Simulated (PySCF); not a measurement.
C6H7F3Si2, SMILES F[SiH](c1ccc([SiH2]F)cc1)F, GFN2-xTB optimised geometry.

```
18

Si    -1.94    -3.71     4.71
F     -1.05    -3.44     6.03
C     -1.29    -2.56     3.37
C     -0.18    -1.74     3.59
C      0.29    -0.90     2.60
C     -0.32    -0.85     1.34
C     -1.43    -1.67     1.13
C     -1.90    -2.50     2.12
Si     0.32     0.29     0.00
F     -0.02    -0.33    -1.44
F      1.92     0.29     0.00
H     -1.73    -5.11     4.39
H     -3.30    -3.37     5.11
H      0.31    -1.76     4.55
H      1.15    -0.28     2.79
H     -1.92    -1.65     0.16
H     -2.76    -3.13     1.92
H     -0.11     1.67     0.00
```

Density from PySCF with B3LYP/def2-SVP at that geometry.

Minimum of the electron density along straight lines between bonded atoms, close to the bond critical point (lines longer than 1.1 times the sum of covalent radii, or with two minima, are not listed):

```json
[
 {"bond": "Si1–F2", "length / Å": "1.612", "ρ at the minimum / e bohr⁻³": "0.118", "∇²ρ there / e bohr⁻⁵": "1.07", "position (fraction from the first atom)": "0.42"},
 {"bond": "Si1–C3", "length / Å": "1.883", "ρ at the minimum / e bohr⁻³": "0.117", "∇²ρ there / e bohr⁻⁵": "0.33", "position (fraction from the first atom)": "0.38"},
 {"bond": "C3–C4", "length / Å": "1.393", "ρ at the minimum / e bohr⁻³": "0.307", "∇²ρ there / e bohr⁻⁵": "-0.77", "position (fraction from the first atom)": "0.50"},
 {"bond": "C4–C5", "length / Å": "1.381", "ρ at the minimum / e bohr⁻³": "0.316", "∇²ρ there / e bohr⁻⁵": "-0.83", "position (fraction from the first atom)": "0.50"},
 {"bond": "C5–C6", "length / Å": "1.395", "ρ at the minimum / e bohr⁻³": "0.307", "∇²ρ there / e bohr⁻⁵": "-0.77", "position (fraction from the first atom)": "0.50"},
 {"bond": "C6–C7", "length / Å": "1.396", "ρ at the minimum / e bohr⁻³": "0.306", "∇²ρ there / e bohr⁻⁵": "-0.76", "position (fraction from the first atom)": "0.50"},
 {"bond": "C3–C8", "length / Å": "1.393", "ρ at the minimum / e bohr⁻³": "0.308", "∇²ρ there / e bohr⁻⁵": "-0.77", "position (fraction from the first atom)": "0.50"},
 {"bond": "C7–C8", "length / Å": "1.380", "ρ at the minimum / e bohr⁻³": "0.317", "∇²ρ there / e bohr⁻⁵": "-0.83", "position (fraction from the first atom)": "0.50"},
 {"bond": "C6–Si9", "length / Å": "1.874", "ρ at the minimum / e bohr⁻³": "0.120", "∇²ρ there / e bohr⁻⁵": "0.33", "position (fraction from the first atom)": "0.62"},
 {"bond": "Si9–F10", "length / Å": "1.601", "ρ at the minimum / e bohr⁻³": "0.121", "∇²ρ there / e bohr⁻⁵": "1.13", "position (fraction from the first atom)": "0.42"},
 {"bond": "Si9–F11", "length / Å": "1.600", "ρ at the minimum / e bohr⁻³": "0.121", "∇²ρ there / e bohr⁻⁵": "1.13", "position (fraction from the first atom)": "0.42"},
 {"bond": "Si1–H12", "length / Å": "1.456", "ρ at the minimum / e bohr⁻³": "0.121", "∇²ρ there / e bohr⁻⁵": "0.33", "position (fraction from the first atom)": "0.49"},
 {"bond": "Si1–H13", "length / Å": "1.456", "ρ at the minimum / e bohr⁻³": "0.121", "∇²ρ there / e bohr⁻⁵": "0.33", "position (fraction from the first atom)": "0.49"},
 {"bond": "C4–H14", "length / Å": "1.080", "ρ at the minimum / e bohr⁻³": "0.286", "∇²ρ there / e bohr⁻⁵": "-1.11", "position (fraction from the first atom)": "0.64"},
 {"bond": "C5–H15", "length / Å": "1.081", "ρ at the minimum / e bohr⁻³": "0.285", "∇²ρ there / e bohr⁻⁵": "-1.09", "position (fraction from the first atom)": "0.63"},
 {"bond": "C7–H16", "length / Å": "1.081", "ρ at the minimum / e bohr⁻³": "0.286", "∇²ρ there / e bohr⁻⁵": "-1.10", "position (fraction from the first atom)": "0.63"},
 {"bond": "C8–H17", "length / Å": "1.081", "ρ at the minimum / e bohr⁻³": "0.284", "∇²ρ there / e bohr⁻⁵": "-1.08", "position (fraction from the first atom)": "0.63"},
 {"bond": "Si9–H18", "length / Å": "1.445", "ρ at the minimum / e bohr⁻³": "0.125", "∇²ρ there / e bohr⁻⁵": "0.35", "position (fraction from the first atom)": "0.49"}
]
```
